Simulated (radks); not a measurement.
All-electron atom: the iodine ion I3+ in [Kr] 4d10 5s2 5p2.

All-electron calculation, non-relativistic Kohn-Sham, LDA (Slater exchange, Perdew-Zunger correlation), spin-polarised, spherical densities, point nucleus; open shells are filled with parallel spins first (spin-orbit coupling, left out, can overturn this in heavy ions); relativity is left out, which matters for an element this heavy. Program: a radial shooting solver on a logarithmic mesh with Libxc functionals.

Energy parts (eV):
| part | energy |
|---|---|
| total | -188099.903 |
| kinetic | 188003.201 |
| electron-nucleus | -445114.176 |
| Hartree | 73626.374 |
| exchange-correlation | -4615.302 |

Orbitals (lengths in bohr, moments of r in powers of bohr; r(90%) holds 90 % of the orbital's charge):
[
 {"orbital": "1s up", "occ.": "1", "eigenvalue (eV)": "-31646.62", "<r^2>": "0.001102", "r(90%)": "0.0510", "<r^4>": "3.068e-06", "<1/r>": "52.43"},
 {"orbital": "1s down", "occ.": "1", "eigenvalue (eV)": "-31646.53", "<r^2>": "0.001102", "r(90%)": "0.0510", "<r^4>": "3.068e-06", "<1/r>": "52.43"},
 {"orbital": "2s up", "occ.": "1", "eigenvalue (eV)": "-4796.487", "<r^2>": "0.01792", "r(90%)": "0.190", "<r^4>": "0.0005443", "<1/r>": "12.03"},
 {"orbital": "2s down", "occ.": "1", "eigenvalue (eV)": "-4796.436", "<r^2>": "0.01792", "r(90%)": "0.190", "<r^4>": "0.0005443", "<1/r>": "12.03"},
 {"orbital": "2p up", "occ.": "3", "eigenvalue (eV)": "-4511.635", "<r^2>": "0.01345", "r(90%)": "0.170", "<r^4>": "0.0003536", "<1/r>": "12.05"},
 {"orbital": "2p down", "occ.": "3", "eigenvalue (eV)": "-4511.559", "<r^2>": "0.01345", "r(90%)": "0.170", "<r^4>": "0.0003536", "<1/r>": "12.05"},
 {"orbital": "3s up", "occ.": "1", "eigenvalue (eV)": "-991.3800", "<r^2>": "0.1230", "r(90%)": "0.481", "<r^4>": "0.02289", "<1/r>": "4.385"},
 {"orbital": "3s down", "occ.": "1", "eigenvalue (eV)": "-991.2950", "<r^2>": "0.1230", "r(90%)": "0.481", "<r^4>": "0.02288", "<1/r>": "4.385"},
 {"orbital": "3p up", "occ.": "3", "eigenvalue (eV)": "-871.3287", "<r^2>": "0.1176", "r(90%)": "0.477", "<r^4>": "0.02188", "<1/r>": "4.315"},
 {"orbital": "3p down", "occ.": "3", "eigenvalue (eV)": "-871.2365", "<r^2>": "0.1175", "r(90%)": "0.477", "<r^4>": "0.02187", "<1/r>": "4.315"},
 {"orbital": "3d up", "occ.": "5", "eigenvalue (eV)": "-647.3726", "<r^2>": "0.09875", "r(90%)": "0.453", "<r^4>": "0.01772", "<1/r>": "4.186"},
 {"orbital": "3d down", "occ.": "5", "eigenvalue (eV)": "-647.2869", "<r^2>": "0.09874", "r(90%)": "0.453", "<r^4>": "0.01772", "<1/r>": "4.186"},
 {"orbital": "4s up", "occ.": "1", "eigenvalue (eV)": "-198.5131", "<r^2>": "0.6697", "r(90%)": "1.11", "<r^4>": "0.6605", "<1/r>": "1.796"},
 {"orbital": "4s down", "occ.": "1", "eigenvalue (eV)": "-198.3261", "<r^2>": "0.6690", "r(90%)": "1.11", "<r^4>": "0.6582", "<1/r>": "1.797"},
 {"orbital": "4p up", "occ.": "3", "eigenvalue (eV)": "-156.4944", "<r^2>": "0.7373", "r(90%)": "1.18", "<r^4>": "0.8274", "<1/r>": "1.695"},
 {"orbital": "4p down", "occ.": "3", "eigenvalue (eV)": "-156.2864", "<r^2>": "0.7357", "r(90%)": "1.17", "<r^4>": "0.8222", "<1/r>": "1.696"},
 {"orbital": "4d up", "occ.": "5", "eigenvalue (eV)": "-84.7083", "<r^2>": "0.9712", "r(90%)": "1.39", "<r^4>": "1.598", "<1/r>": "1.454"},
 {"orbital": "4d down", "occ.": "5", "eigenvalue (eV)": "-84.3963", "<r^2>": "0.9631", "r(90%)": "1.38", "<r^4>": "1.563", "<1/r>": "1.458"},
 {"orbital": "5s up", "occ.": "1", "eigenvalue (eV)": "-45.5375", "<r^2>": "4.001", "r(90%)": "2.71", "<r^4>": "23.11", "<1/r>": "0.6869"},
 {"orbital": "5s down", "occ.": "1", "eigenvalue (eV)": "-44.0148", "<r^2>": "3.997", "r(90%)": "2.71", "<r^4>": "23.25", "<1/r>": "0.6899"},
 {"orbital": "5p up", "occ.": "2", "eigenvalue (eV)": "-35.0773", "<r^2>": "5.051", "r(90%)": "3.06", "<r^4>": "37.37", "<1/r>": "0.6072"},
 {"orbital": "5p down", "occ.": "0", "eigenvalue (eV)": "-33.5297", "<r^2>": "5.110", "r(90%)": "3.08", "<r^4>": "38.68", "<1/r>": "0.6061"}
]

The highest occupied level is 5p up at -35.077 eV. Spin moment in Bohr magnetons: 2. The spin density at the nucleus is -0.6618 e/bohr^3 (1s -0.1247, 2s 0.0204, 3s -0.0080, 4s -0.0539, 5s -0.4955). The electron density at the nucleus is 1.049e+05 e/bohr^3. For comparison, the ionisation energy in NIST's Atomic Spectra Database is 40.36 eV (measured). In exact Kohn-Sham theory the highest level is minus the ionisation energy, but local and semilocal functionals leave it too shallow, through self-interaction and a potential that decays too fast; potentials with the right tail come closer. The density falls to 0.001 e/bohr^3 at r = 3.68 bohr.
